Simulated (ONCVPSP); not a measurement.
Reading a pseudo-wave (Ca)

Columns: radius, all-electron u(r) and pseudo u(r) of the 3s shell (level -47.09 eV) of calcium in the configuration [Ne] 3s2 3p6 4s2; PBE, scalar-relativistic, ONCV scheme, ONCVPSP 4.0.1.

```
r (bohr)  all-electron  pseudo
   0.085        0.1048  0.0609
   0.170       -0.3833  0.1299
   0.255       -0.5312  0.2130
   0.340       -0.3836  0.3125
   0.425       -0.0955  0.4266
   0.510        0.2196  0.5496
   0.595        0.5008  0.6727
   0.680        0.7233  0.7864
   0.765        0.8814  0.8815
   0.850        0.9797  0.9515
   0.935        1.0270  0.9927
   1.020        1.0340  1.0049
   1.105        1.0108  0.9906
   1.190        0.9665  0.9546
   1.275        0.9085  0.9025
   1.360        0.8424  0.8399
   1.445        0.7725  0.7718
   1.530        0.7022  0.7020
   1.615        0.6336  0.6335
   1.700        0.5681  0.5680
   1.785        0.5068  0.5067
   1.870        0.4501  0.4500
   1.955        0.3982  0.3982
   2.040        0.3512  0.3512
   2.125        0.3089  0.3089
   2.210        0.2710  0.2710
```

**Question.** How many radial nodes do the two functions have?

**Answer.** The all-electron 3s function has n − l − 1 = 2; the pseudo-wave has 0, since the states of the same l below it are removed with the core.

**Question.** At about which radius was the pseudo-wave matched?

**Answer.** 1.70 bohr. The columns agree to 0.0005 from 1.53 bohr on; several derivatives are matched, so the curves merge somewhat inside the radius.

**Question.** Is the pseudo-wave norm-conserving?

**Answer.** Yes: the ONCV scheme keeps the norm inside the radius equal to the all-electron one, which fixes the energy derivative of the logarithmic derivative at the level.
